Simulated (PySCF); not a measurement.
**V²²⁺ (vanadium, charge +22) across methods**

1s1, 2S determinant. Computed with PySCF 2.14 in an even-tempered Gaussian basis (17 s from 20 bohr⁻², ratio 2.2; 7 p from 31 bohr⁻², ratio 2.4; 4 d from 93 bohr⁻², ratio 2.4; 3 f from 140 bohr⁻², ratio 2.4; 3 g from 210 bohr⁻², ratio 2.4), with scalar relativity by spin-free X2C-1e.

| method | E (hartree) | mean ε 1s α (eV) | Σ⟨r²⟩ (bohr²) | ⟨S²⟩ |
| --- | --- | --- | --- | --- |
| LDA | -265.419 | -7081.0 | 0.005573 | 0.750 |
| r2SCAN | -266.396 | -7117.6 | 0.005546 | 0.750 |
| UHF | -266.38825 | -7248.8 | 0.005539 | 0.750 |
| PBE0 | -266.292 | -7137.3 | 0.005553 | 0.750 |
| M06 | -266.395 | -7136.2 | 0.005551 | 0.750 |
| PBE | -266.258 | -7100.1 | 0.005558 | 0.750 |
| BHandHLYP | -266.365 | -7175.1 | 0.005546 | 0.750 |

For one electron the Hartree and exchange-correlation energies should cancel; what remains is the self-interaction error.
